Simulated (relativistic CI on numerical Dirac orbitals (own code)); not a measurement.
One change at a time: Sn²⁵⁺

Base calculation: Dirac-Coulomb-Breit CI, KLI orbitals optimised for each configuration, model QED (radiative potential, 1s self-energy scaled to tabulated hydrogen-like ionisation energies), unscaled Slater integrals.

CI space (outside the closed core [Ne]): 3s2.3p6.3d7, 3s2.3p5.3d8, 3s2.3p4.3d9, 3s.3p6.3d8, 3p6.3d9, 3s.3p5.3d9, 3s2.3p6.3d6.4s, 3s2.3p6.3d6.4p, 3s2.3p6.3d6.4d, 3s2.3p4.3d8.4s, 3s2.3p6.3d6.4f, 3s2.3p5.3d7.4s, 3s2.3p4.3d8.4p, 3s2.3p6.3d5.4s2, 3s2.3p5.3d7.4p, 3s2.3p4.3d8.4d, 3s.3p5.3d8.4s, 3s2.3p6.3d5.4s.4p, 3s.3p5.3d8.4p, 3s2.3p6.3d6.5s, 3s2.3p5.3d7.4d, 3s2.3p6.3d5.4p2, 3s.3p6.3d7.4s, 3s2.3p6.3d6.5p, 3s2.3p6.3d5.4s.4d, 3s.3p5.3d8.4d, 3s2.3p6.3d6.5d, 3p6.3d8.4s, 3s.3p6.3d7.4p, 3s2.3p5.3d6.4s2, 3s2.3p6.3d6.5f, 3p6.3d8.4p, 3s2.3p6.3d6.5g, 3s.3p6.3d7.4d, 3s2.3p6.3d6.6p. Levels of other configurations are missing.

Variants: (1) valence Slater integrals scaled by 0.9; (2) Breit term removed; (3) configuration mixing switched off. Shifts of the energy above 3s2.3p6.3d7 4F_9/2, in cm⁻¹, for the lowest level and the first level of each name with at least 55 % of one term (blank where a level changes its place among those of its configuration and J or its character, or is not in the variant):

```
               Level     Base    Δ(1)   Δ(2)   Δ(3)
  3s2.3p6.3d7 4F_9/2        0       0      0      0
  3s2.3p6.3d7 4F_7/2    62662    +889  +1316   -119
  3s2.3p6.3d7 4P_5/2   111258   -3601   +548  +3051
  3s2.3p6.3d7 2G_9/2   111311   -5136  +2086   -407
  3s2.3p6.3d7 4P_1/2   127677   -5323   +371  +6337
 3s2.3p6.3d7 2H_11/2   147553   -8438  +3844  -2781
  3s2.3p6.3d7 2G_7/2   153820   -6623  +2507  +1325
  3s2.3p6.3d7 2D_5/2   178188   -4863  +2349  +5749
  3s2.3p6.3d7 2P_1/2   205547   -5574  +2923  +7778
  3s2.3p6.3d7 2F_5/2   206283  -14128   +387  +5180
  3s2.3p6.3d7 2H_9/2   212749   -7457  +5273  -1763
  3s2.3p6.3d7 2F_7/2   247150  -12361  +3820  +4204
  3s2.3p6.3d7 2D_3/2   249846  -11311  +2416  +6999
3s2.3p5.3d8 4G°_11/2  1626243  +11019  +6714  -1520
 3s2.3p5.3d8 2F°_7/2  1683572   +6517  +5261  +4631
 3s2.3p5.3d8 2D°_5/2  1684549   +5922  +4726  +5142
 3s2.3p5.3d8 4G°_9/2  1713671          +7333  +1764
 3s2.3p5.3d8 2S°_1/2  1764309    -455  +4907  +5619
 3s2.3p5.3d8 2D°_3/2  1781321   +1936  +6057  +6303
 3s2.3p5.3d8 4P°_5/2  1811975    +105  +6807  +3788
 3s2.3p5.3d8 2G°_7/2  1848154   -1160  +9114  +4065
3s2.3p5.3d8 2H°_11/2  1868070   -7291  +9347   +675
```

At this charge energies of transitions that change n are usually good to better than 1 %, and those within a shell (Δn = 0) to a few per cent. Terms inside the open d or f shell come out 10 to 20 % too wide with unscaled integrals.

Ionisation energy from the two ground configurations alone: base 1346.72 eV; valence Slater integrals scaled by 0.9 1347.12 eV; Breit term removed 1347.12 eV. The NIST ASD value (theoretical) is 1347 eV.

LS names give the leading component of a level, which can be under half, so a name can repeat, a term be missing and a line seem to break the LS rules.
